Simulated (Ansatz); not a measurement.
BrH₂NSn, SMILES `[NH2][Sn][Br]`. Total charge 0; spin multiplicity 1. Correlated methods include outer-core shells of Br, Sn, which these sets cover unevenly. Scalar relativity is left out up to krypton. Sn: def2 effective core potential.

```xyz
5

N     0.5851   -0.3844    0.3756
Sn   -0.8989   -0.7351   -0.9256
Br   -1.6886    1.6823   -0.9322
H     0.7772    0.5245    0.7701
H     1.2252   -1.0873    0.7122
```

Task: Give the diagnostics of a CCSD(T)/def2-TZVPP run (frozen core, the Gaussian-basis code of Ansatz). (Estimate.)

Result: Computed: T1 = 0.0140, largest single amplitude 0.051, largest double 0.047, (T) share of the correlation energy 3.4 %, 10 CCSD cycles. The RHF solution is stable towards an unrestricted one. T1 lies under the customary mark of 0.02 for closed shells.
